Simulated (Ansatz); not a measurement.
`CB(N)Cl`, one more setting.

```yaml
crystal:
  periodic: [false, false, false]
  atoms:
    - {symbol: C, position_ang: [0.142490, 0.994888, -0.646228]}
    - {symbol: B, position_ang: [-0.222491, -0.435608, -0.132379]}
    - {symbol: N, position_ang: [0.119054, -0.919610, 1.123970]}
    - {symbol: Cl, position_ang: [-1.133550, -1.536476, -1.204240]}
    - {symbol: H, position_ang: [0.740451, 0.930341, -1.559903]}
    - {symbol: H, position_ang: [0.698520, 1.586397, 0.084992]}
    - {symbol: H, position_ang: [-0.763567, 1.545984, -0.914302]}
    - {symbol: H, position_ang: [-0.123401, -1.842927, 1.439550]}
    - {symbol: H, position_ang: [0.630995, -0.369491, 1.791439]}
basis:
  gaussian: {orbitals: pcseg-2}
hamiltonian: {xc: {name: PBE}, dispersion: d3bjatm}
```

```sh
$ ansatz run in.yaml --threads 2 --pin off --events-out ev --progress --plain --max-ram 32768MiB --backend cpu
```

It prints (some lines left out):

```
Functional definition: PBE
1020 factors; their error is unknown
mean field evaluation 1: about -15785.2569 eV, gradient 9.1e1 eV
mean field evaluation 2: about -15744.0972 eV, gradient 1.5e2 eV
mean field evaluation 4: about -15802.1541 eV, gradient 1.7e1 eV
mean field evaluation 8: about -15802.8000 eV, gradient 2.8e-1 eV
mean field evaluation 16: about -15802.7497 eV, gradient 1.6e-4 eV
mean field -15802.74968267 eV, -580.7403393498 hartree, gradient 3.1e-5 eV, S^2 0.000000; 0 other end points of the search recorded, 0 dependent functions left out
reference -15802.74972678 eV, -580.7403409707 hartree; 20, 20 occupied and 174, 174 virtual orbitals, 1020 factors
Total energy: -15802.91665562 eV, -580.7464754925 hartree
```

Run time 1.6 s (2 threads of an AMD EPYC 7R13 on a shared host); peak host memory 0.23 GiB.
